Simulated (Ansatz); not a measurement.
C6H10AlFO2 (`CC1=CC(C)=[O+][Al-]([CH3])([F])[O]1`) at its PBE0-D4/def2-TZVP geometry, where that method's forces vanish. Total charge 0; spin multiplicity 1.

```xyz
20

C    -1.9689   -0.5301    2.0954
C    -0.9095   -0.1996    1.1005
C     0.2041   -1.0261    0.9485
C     1.2082   -0.7863    0.0102
C     2.3553   -1.7275   -0.1302
O     1.2175    0.2150   -0.7783
Al    0.0628    1.6244   -0.7521
C    -0.7253    1.9979   -2.4837
F     0.8279    2.8502    0.0744
O    -1.1057    0.8586    0.4180
H    -1.7543   -1.4450    2.6440
H    -2.9258   -0.6279    1.5769
H    -2.0696    0.3034    2.7948
H     0.2819   -1.9044    1.5722
H     2.3908   -2.0944   -1.1589
H     2.2904   -2.5687    0.5571
H     3.2849   -1.1804    0.0449
H     0.0245    2.3532   -3.1970
H    -1.4924    2.7752   -2.4158
H    -1.1967    1.1125   -2.9209
```

What forces (eV/Å) does r2SCAN-D4/def2-TZVPP give on these atoms in the Gaussian-basis code of Ansatz? (An estimate is asked.)

Ansatz gave: 
```
C1  -0.070 -0.047  0.084
C2  -0.018 -0.256  0.217
C3   0.012 -0.094  0.074
C4   0.070 -0.280  0.172
C5   0.079 -0.088  0.007
O6   0.016  0.339 -0.282
Al7 -0.018  0.012 -0.041
C8   0.027 -0.011  0.058
F9   0.010  0.012  0.013
O10 -0.085  0.367 -0.230
H11 -0.014  0.022 -0.007
H12  0.004  0.013  0.018
H13 -0.015 -0.011 -0.009
H14 -0.001  0.002 -0.002
H15  0.017  0.008  0.011
H16  0.011  0.015 -0.020
H17 -0.004 -0.014 -0.015
H18 -0.029 -0.002 -0.006
H19  0.009 -0.013 -0.026
H20  0.000  0.026 -0.013
```
